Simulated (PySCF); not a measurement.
## Computed properties of C₃H₁₃NSi₂, SMILES N([SiH2]C)[C@@H]([SiH3])C

C3H13NSi2, SMILES C[C@@H](N[SiH2]C)[SiH3]. Geometry: B3LYP-D3(BJ)/def2-SVP. The structure was generated by enumeration; whether it is a known compound was not checked. Other conformers were not sampled. All values are computed for the isolated molecule unless a solvent is named; none is compared with measurement here.

**Structure.** All 51 harmonic modes at B3LYP-D3(BJ)/def2-SVP (PySCF) are real, so it is a minimum. With heavy atoms numbered as in [CH3:1][SiH2:2][NH:3][C@H:4]([CH3:5])[SiH3:6], the shortest bond between them is N3–C4 at 1.462 Å and the longest C4–Si6 at 1.913 Å.

**Vibrations.** The strongest infrared lines (harmonic, unscaled, degenerate partners summed) lie at 916 cm⁻¹ (352 km/mol, H 86 %, Si 9 %), 2157 cm⁻¹ (164 km/mol, H 97 %), 2223 cm⁻¹ (132 km/mol, H 97 %). The softest mode is at 40 cm⁻¹ and the zero-point energy is 94.5 kcal/mol.

**Electronic structure.** B3LYP/def2-TZVP (PySCF) places the frontier levels at -6.51 and 0.18 eV, a gap of 6.69 eV, and gives a dipole moment of 1.63 D. PBE/def2-TZVP (PySCF) at the same geometry gives -5.39 and -0.44 eV, so its gap is 1.74 eV narrower. An orbital gap is neither the optical nor the fundamental gap.

**Excitations.** TDA-B3LYP/def2-SVPD (PySCF) has S1 at 5.62 eV (221 nm, f = 0.007, weak); the most intense of the 6 singlets computed lies at 6.76 eV (f = 0.02). T1 (TDA) is at 5.39 eV, 0.23 eV under S1. TDA-PBE/def2-SVPD (PySCF) puts S1 at 5.03 eV. No vertical singlet excitation falls in the visible range (under 3.1 eV).

**NMR.** GIAO shifts at HF/pcSseg-1 (PySCF) (non-relativistic, atoms alike by connectivity averaged): ¹³C from -1.9 to 31.8 ppm against TMS; ¹H from 0.1 to 4.5 ppm against TMS; ²⁹Si from -50.9 to -34.7 ppm against TMS.

**Solvation.** SMD-PBE0/6-31G* (PySCF) gives 1.7 kcal/mol in water, -2.9 kcal/mol in ethylethanoate, -2.4 kcal/mol in cyclohexanone (1 M in both phases, gas-phase geometry); of these solvents ethylethanoate holds the molecule best.
